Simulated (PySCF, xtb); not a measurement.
C₂H₁₁NSi₃, SMILES C1C[SiH2]N([SiH3])[SiH2]1.

GFN2-xTB (xtb) at its own geometry gives an orbital gap of 4.65 eV and a dipole moment of 0.44 D.

Geometry: PBE0-D3(BJ)/def2-SVP. This is a generated structure with no PubChem entry under its InChIKey; it may be hypothetical. The values are those of a single conformer.

Q: What does PySCF with r2SCAN/def2-TZVP give? (An estimate is asked for; the answer gives what the named calculation found.)

A: gap 5.84 eV (levels -6.42 and -0.58 eV), dipole 1.46 D.
